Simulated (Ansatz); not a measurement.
Reaction 4 R1 + R2 → P1 + 3 P2 + P3, each structure at its B3LYP-D3(BJ)/def2-TZVP stationary point, reached from a drawn start (curvature not checked).
P1: CH4 (SMILES C), charge 0, multiplicity 1.
R1, H2 (SMILES [H][H]) (charge 0, multiplicity 1):
| atom | x (Å) | y (Å) | z (Å) |
|---|---|---|---|
| H | 0.0000 | 0.0000 | 0.3720 |
| H | 0.0000 | 0.0000 | -0.3720 |
P2: HCl (SMILES Cl), charge 0, multiplicity 1.
P3, SiH4 (SMILES [SiH4]) (charge 0, multiplicity 1):
```xyz
5

Si     0.0000     0.0000     0.0000
H      0.8547     0.8547     0.8547
H     -0.8547    -0.8547     0.8547
H     -0.8547     0.8547    -0.8547
H      0.8547    -0.8547    -0.8547
```
R2: CH3Cl3Si (SMILES C[Si](Cl)(Cl)Cl), charge 0, multiplicity 1.

P less R. No zero-point or thermal terms.

Frozen-core correlation throughout.

The values were computed with Ansatz (Gaussian basis) for Hartree–Fock, density functionals and correlated methods. All values are computed, each at the level named.

Total energies in hartree:

```csv
structure,PBE/def2-TZVPP,B3LYP/def2-TZVPP,CCSD(T)/cc-pV(T+d)Z
P1,-40.464286,-40.539117,-40.438100
R1,-1.166122,-1.180004,-1.172336
P2,-460.627412,-460.836272,-460.339793
P3,-291.721620,-291.917183,-291.440117
R2,-1709.481212,-1710.313907,-1708.283908
```

### Question
Work out the reaction energy at each level in eV (1 hartree = 27.21139 eV), and say how far PBE/def2-TZVPP lies from CCSD(T)/cc-pV(T+d)Z.

### Answer
- PBE/def2-TZVPP: 3 × (-460.627412) + (-40.464286) + (-291.721620) − (-1709.481212) − 4 × (-1.166122) = 0.077558 hartree = 2.110 eV
- B3LYP/def2-TZVPP: 3 × (-460.836272) + (-40.539117) + (-291.917183) − (-1710.313907) − 4 × (-1.180004) = 0.068807 hartree = 1.872 eV
- CCSD(T)/cc-pV(T+d)Z: 3 × (-460.339793) + (-40.438100) + (-291.440117) − (-1708.283908) − 4 × (-1.172336) = 0.075656 hartree = 2.059 eV
PBE/def2-TZVPP less CCSD(T)/cc-pV(T+d)Z: 0.051 eV. CCSD(T)/cc-pV(T+d)Z is the level counted from, the highest shown, and no exact or measured value.

Ansatz is a first-principles code.
